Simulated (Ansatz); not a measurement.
`C=Cc1ccco1` + `N[SiH3]` → `C=C[SiH2]N` + `c1ccoc1`  (formal exchange of groups at a C–C bond)

Computed with Ansatz on PBE0-D4/def2-TZVP structures; ΔE is electronic, products minus reactants. CCSD(T)/CBS is the MP2 limit (def2-TZVPP, def2-QZVPP) plus CCSD(T) − MP2 in def2-TZVPP, frozen cores. This one scheme is used for every species. DFT in def2-TZVPP. B3LYP here is the variant with VWN-RPA as its local correlation; programs differ in this. One conformer a species, not always the lowest.

`C=Cc1ccco1`:

```xyz
13

C    -1.171   -2.008   -0.908
C    -1.301   -0.830   -0.299
C    -0.224    0.056    0.049
C    -0.214    1.273    0.665
C     1.146    1.679    0.743
C     1.862    0.681    0.171
O     1.049   -0.307   -0.253
H    -0.200   -2.394   -1.194
H    -2.038   -2.615   -1.135
H    -2.286   -0.467   -0.023
H    -1.081    1.809    1.017
H     1.540    2.588    1.167
H     2.916    0.534   -0.001
```

`N[SiH3]`:

Cartesian coordinates in Å:
```
N -0.151 -0.168 -1.042
Si 0.133 -0.001 0.646
H 0.429 0.332 -1.697
H -1.097 -0.233 -1.384
H 1.584 -0.208 0.887
H -0.233 1.318 1.243
H -0.665 -1.040 1.347
```

`C=C[SiH2]N`:

```xyz
11

C    -0.291   -0.505    1.680
C     0.282   -1.029    0.600
Si    0.381   -0.136   -1.034
N    -0.324    1.428   -1.045
H    -0.344   -1.033    2.629
H    -0.736    0.486    1.657
H     0.713   -2.027    0.680
H    -0.313   -0.958   -2.062
H     1.815    0.005   -1.406
H     0.137    2.215   -0.622
H    -1.321    1.554   -1.078
```

`c1ccoc1`:

```xyz
9

C    -0.550    0.813    0.287
C    -0.437    0.063   -0.922
C     0.470   -0.910   -0.673
O     0.925   -0.820    0.596
C     0.296    0.230    1.167
H    -1.179    1.669    0.472
H    -0.960    0.229   -1.850
H     0.881   -1.709   -1.268
H     0.554    0.436    2.192
```

```csv
level,ΔE (eV)
ωB97M-V,-0.07
revPBE,0.03
PBE0,0.02
B3LYP,0.02
r2SCAN0,0.01
CAM-B3LYP,-0.01
CCSD(T)/def2-SVP,0.09
HF/def2-QZVPP,-0.04
```

What does CCSD(T)/CBS give? (Estimate.)

Ansatz gave: -0.05 eV. The listed levels differ from it by -0.02, 0.08, 0.07, 0.07, 0.06, 0.04, 0.14, 0.01 eV.

Largest T1 diagnostic among the species: 0.013.

Leaving LDA and LC-ωPBE aside and taking each functional with its dispersion term where it has one, the values, not all of them listed here, spread over 0.14 eV, from ωB97M-V to B97M-V. LDA lies +0.06 eV from PBE without D4. At CCSD(T), def2-SVP lies +0.15 eV from the extrapolated value and def2-TZVPP +0.02 eV. From BLYP to BHLYP (50 % exact exchange), in def2-TZVPP and without D4, ΔE moves by −0.04 eV.
